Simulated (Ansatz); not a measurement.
Cost and result for the atomization energy of `C[N](C)[InH]` radical (11 atoms, 10 bonds).

```xyz
11

C     0.329   -0.977    0.547
N    -0.198    0.240   -0.011
C     0.529    0.681   -1.168
In   -1.807    1.195    0.792
H    -0.244   -1.289    1.425
H     0.298   -1.806   -0.178
H     1.379   -0.864    0.860
H     0.511   -0.069   -1.975
H     0.106    1.606   -1.568
H     1.589    0.873   -0.938
H    -2.492    0.410    2.214
```

Total charge 0; spin multiplicity 2. Correlated methods include outer-core shells of In, which these sets cover unevenly. In takes the def2 core potential. The structure was optimised at the PBE0-D4/def2-TZVP level. Program: Ansatz. Hardware: A = 2 threads of an AMD EPYC 7R13 on a shared host; B = 2 threads of an AMD EPYC 7R13 on a shared host and a share of an NVIDIA H100 80 GB. Times are those of one run each, without the atoms' runs, and a repeat can differ threefold. Electronic energies, without spin–orbit coupling; frozen cores. CCSD(T)/CBS adds CCSD(T) − MP2 in def2-TZVPP to the MP2 limit, and its time is that of the two runs behind it. T1 = 0.019; ⟨S²⟩ of the reference is 0.76. With those shells the extrapolation isn't a true limit. B3LYP takes the VWN-RPA correlation (the form of Gaussian; ORCA's B3LYP/G).

CCSD(T)/CBS is a level of theory with its own doubt, some kJ/mol a heavy atom from the limit and from the frozen cores, so smaller differences don't rank the functionals.

```tsv
level	functions	wall time	atomization (kJ/mol)	difference from CCSD(T)/CBS	per bond
MP2/def2-QZVPP [B]	463	5.5 s	3584.4	-21.8	-2.2
CCSD(T)/def2-TZVPP [B]	241	8 s	3516.5	-89.7	-9.0
PBE-D4/def2-TZVPP (with forces) [A]	241	8 s	3678.5	72.3	7.2
PBE0-D4/def2-TZVPP [A]	241	13 s	3616.7	10.5	1.0
CCSD(T)/CBS(def2)	–	14 s	3606.2	0.0	0.0
B3LYP-D4/def2-TZVPP (with forces) [A]	241	14 s	3614.8	8.6	0.9
r2SCAN-D4/def2-TZVPP (with forces) [A]	241	18 s	3611.4	5.2	0.5
B2PLYP/def2-TZVPP [A]	241	23 s	3563.9	-42.3	-4.2
ωB97X-V/def2-TZVPP [A]	241	24 s	3617.9	11.7	1.2
ωB97M-V/def2-TZVPP (with forces) [A]	241	34 s	3613.7	7.5	0.7
```

In def2-TZVPP, CCSD(T) changes the Hartree–Fock value by +948.6 kJ/mol (the triples alone add +52.9 kJ/mol) and MP2 by +963.0 kJ/mol; breaking electron pairs costs correlation energy, which Hartree–Fock lacks. The D4 term adds +35.8 kJ/mol with B3LYP and +18.7 kJ/mol with PBE0; it sums over pairs of atoms, weighted by their polarisabilities, and B3LYP, whose exchange is more repulsive, gets the larger term. From PBE to PBE0 (25 % exact exchange), in def2-TZVPP and without D4, the atomization energy moves by −58.3 kJ/mol: exact exchange takes away binding that semilocal exchange gives to molecules.

Spin–orbit coupling would lower the free In atoms strongly, and the atomization energy with them, by more than many differences here.
